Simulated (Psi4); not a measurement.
Computed with SAPT0/jun-cc-pVDZ, frozen core (Psi4).

Psi4 input:

```
molecule {
0 1
O -1.15971643 0.00000375 -0.00000000
C -0.00000207 0.00000017 0.00000000
O 1.15971849 -0.00000391 0.00000000
--
0 1
C -4.36381948 -1.27353141 -0.49462457
C -3.48892268 -1.87671843 -1.04513345
H -5.14077046 -0.73776950 -0.00623029
H -2.71193331 -2.41242192 -1.53352600
units angstrom
symmetry c1
no_reorient
no_com
}
set basis jun-cc-pvdz
set scf_type df
set freeze_core true
energy('sapt0')
```

Part of the output:

```
    SAPT Results
  --------------------------------------------------------------------------------------------------------
    Electrostatics                  0.40114028 [mEh]       0.25171933 [kcal/mol]       1.05319367 [kJ/mol]
      Elst10,r                      0.40114028 [mEh]       0.25171933 [kcal/mol]       1.05319367 [kJ/mol]

    Exchange                        2.80280501 [mEh]       1.75878670 [kcal/mol]       7.35876354 [kJ/mol]
      Exch10                        2.80280501 [mEh]       1.75878670 [kcal/mol]       7.35876354 [kJ/mol]
      Exch10(S^2)                   2.79694323 [mEh]       1.75510837 [kcal/mol]       7.34337344 [kJ/mol]

    Induction                      -0.30768944 [mEh]      -0.19307804 [kcal/mol]      -0.80783852 [kJ/mol]
      Ind20,r                      -1.10160834 [mEh]      -0.69126967 [kcal/mol]      -2.89227231 [kJ/mol]
      Exch-Ind20,r                  1.02637853 [mEh]       0.64406225 [kcal/mol]       2.69475647 [kJ/mol]
      delta HF,r (2)               -0.23245963 [mEh]      -0.14587062 [kcal/mol]      -0.61032268 [kJ/mol]

    Dispersion                     -1.30108038 [mEh]      -0.81644026 [kcal/mol]      -3.41598607 [kJ/mol]
      Disp20                       -1.53188993 [mEh]      -0.96127545 [kcal/mol]      -4.02197647 [kJ/mol]
      Exch-Disp20                   0.23080955 [mEh]       0.14483518 [kcal/mol]       0.60599040 [kJ/mol]
      Disp20 (SS)                  -0.76594497 [mEh]      -0.48063772 [kcal/mol]      -2.01098823 [kJ/mol]
      Disp20 (OS)                  -0.76594497 [mEh]      -0.48063772 [kcal/mol]      -2.01098823 [kJ/mol]
      Exch-Disp20 (SS)              0.12072863 [mEh]       0.07575836 [kcal/mol]       0.31697298 [kJ/mol]
      Exch-Disp20 (OS)              0.11008092 [mEh]       0.06907682 [kcal/mol]       0.28901742 [kJ/mol]

  Total HF                          2.89625585 [mEh]       1.81742799 [kcal/mol]       7.60411870 [kJ/mol]
  Total SAPT0                       1.59517547 [mEh]       1.00098772 [kcal/mol]       4.18813263 [kJ/mol]
```
